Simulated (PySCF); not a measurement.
F2HInS. Atoms are numbered in the order given.

```xyz
5

In     0.0074    -0.2567     0.0000
F      1.5629    -1.4374     0.0000
F     -1.7099    -1.1953     0.0000
S      0.1361     2.1275     0.0000
H     -1.2156     2.2344     0.0000
```
Charge 0, spin multiplicity 1.

Coordinates come from a B3LYP-D3(BJ)/def2-SVP optimisation. The def2 effective core potentials stand for the cores of In; spin–orbit coupling is left out. The values are those of a single conformer.

Computed with C-PCM-M06-2X/def2-SVP in PySCF.

The values are the electrostatic part of the solvation free energy, E(continuum) − E(gas) at the gas-phase geometry, in a cavity of scaled van der Waals radii (PySCF's table); cavitation and dispersion terms are not included. A continuum can't describe solvent molecules that bind to the metal. In vacuum the orbital gap is 7.71 eV. The dipole moment in vacuum is 2.59 D.

```csv
solvent,ε,ΔG(elec) (kcal/mol),dipole (D),gap (eV)
water,78.36,-13.4,2.88,7.68
n-hexane,1.88,[?],[?],[?]
cyclohexanone,15.62,-12.7,2.86,7.69
```

### Question
Complete the blanks. (The exact figures need the calculation; the answer reports its results.)

### Answer

- n-hexane, ΔG(elec) (kcal/mol): -6.0
- n-hexane, dipole (D): 2.73
- n-hexane, gap (eV): 7.70
